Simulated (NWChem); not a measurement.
# germylsilane (GeSiH$_{6}$); SMILES [SiH3][GeH3]

```xyz
8

Si     0.0000     0.0000    -1.5725
Ge     0.0000     0.0000     0.8254
H     -0.1038     1.3913    -2.0914
H      1.2568    -0.6057    -2.0914
H     -1.1530    -0.7856    -2.0914
H     -1.3017     0.6266     1.3797
H      0.1082    -1.4406     1.3797
H      1.1935     0.8140     1.3797
```
Atoms are numbered in this order, from 1.

Structure relaxed at the B3LYP/6-31G* (spherical d) level.

**Question.** List the 4 lowest vertical singlet excitations from B3LYP/6-31G* (spherical d), TDA (NWChem).

**Answer.** 
```
state  energy (eV)  oscillator strength  leading excitation (squared amplitude)
-----  -----------  -------------------  --------------------------------------
S1            7.81                0.025                    HOMO → LUMO+1 (0.87)
S2            7.81                0.025                    HOMO → LUMO+2 (0.87)
S3            8.02                0.719                      HOMO → LUMO (0.84)
S4            8.54                0.009                    HOMO−2 → LUMO (0.90)
```
